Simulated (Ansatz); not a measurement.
# A geometry optimisation of GaH4InOSi with PBE0-D3(BJ)/def2-SVP

The starting geometry of this gas-phase singlet was optimised with GFN2-xTB.

```xyz
8

Ga   -0.3703   -0.4285    1.5923
In   -1.7988   -1.8484   -1.1967
O     0.2901   -1.5787    0.0700
Si    1.6773   -2.2086   -0.4676
H     1.7627   -1.9434   -1.9218
H    -2.5505   -0.4991    0.5200
H     1.6624   -3.6631   -0.2202
H     2.7992   -1.5723    0.2395
```

**Question.** Predict what it relaxes into with PBE0-D3(BJ)/def2-SVP.

**Answer.** A new bond forms, giving a structure with H6 bridging In2 and Ga1, given below by its coordinates. Distances that change by over a tenth: In2–H6 (2.31 → 2.06 Å). Contacts that close: Ga1–H6 (2.43 → 1.88 Å).

The energy falls by 0.56 eV over 18 steps:

```tsv
step	E − E(last) (eV)
1	0.558
3	0.034
5	0.013
7	0.002
9	0.001
10	0.001
12	0.000
14	0.000
16	0.000
18	0.000
```

Final geometry (Å):

| atom | x (Å) | y (Å) | z (Å) |
| --- | --- | --- | --- |
| Ga | -0.4257 | -0.2843 | 1.3578 |
| In | -1.9528 | -1.9410 | -0.9778 |
| O | 0.1138 | -1.5769 | -0.0754 |
| Si | 1.6124 | -2.1906 | -0.4769 |
| H | 1.9634 | -1.8332 | -1.8861 |
| H | -2.1073 | -0.6101 | 0.5880 |
| H | 1.6174 | -3.6811 | -0.3532 |
| H | 2.6509 | -1.6251 | 0.4390 |

Frequencies at the end are all real (lowest 41 cm⁻¹). Atoms past krypton carry core potentials, without spin–orbit terms. Run with Ansatz 0.2.0, 77 s on 2 threads of Intel(R) Xeon(R) Platinum 8259CL CPU @ 2.50GHz (Skylake/Cascade Lake), with other jobs on the host.
